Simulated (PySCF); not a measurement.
C2H3FSi, SMILES C(#C)[SiH2]F. The structure is a stationary point at PBE0-D3(BJ)/def2-SVP.

Computed equilibrium geometry at PBE0-D3(BJ)/def2-SVP (PySCF confirms it by a frequency run) as Cartesian coordinates in Å, and its point group:
point group Cs.
```xyz
7

Si     0.4966     0.6199     0.0000
F     -0.8533     1.5200     0.0000
C      0.0362    -1.1473     0.0000
C     -0.2520    -2.3293     0.0000
H      1.2653     0.9378    -1.2303
H      1.2653     0.9378     1.2303
H     -0.5088    -3.3744     0.0000
```
Charge 0, spin multiplicity 1.
